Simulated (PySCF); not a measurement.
Ga(H)(Br)(NH2) (BrGaH₃N), SMILES [NH2][GaH][Br]. Atoms are numbered in the order given.

```xyz
6

Ga    -0.4139    -0.8894     0.0000
H     -1.8971    -1.3450     0.0000
Br     0.1341     1.3588     0.0000
N      1.0151    -1.9959     0.0000
H      1.9737    -1.6636     0.0000
H      0.9551    -3.0085     0.0000
```
Charge 0, spin multiplicity 1.

Geometry: B3LYP-D3(BJ)/def2-SVP. The structure was generated by enumeration; whether it is a known compound was not checked. The values are those of a single conformer.

Computed with PySCF with B3LYP/pcSseg-1.

GIAO shieldings, no solvent; atoms listed in one row are averaged. δ = σ(ref) − σ: ¹H against TMS (σ = 31.68 ppm); ¹⁵N against NH3 (σ = 265.5 ppm), references at their B3LYP-D3(BJ)/def2-TZVP geometries, non-relativistic (without spin–orbit terms, shifts of atoms bonded to Cl or Br come out too high).

| nucleus | atoms | count | δ (ppm) |
|---|---|---|---|
| ¹H | H2 | 1 | 5.98 |
| ¹H | H6 | 1 | 2.87 |
| ¹H | H5 | 1 | 2.75 |
| ¹⁵N | N4 | 1 | 75.8 |
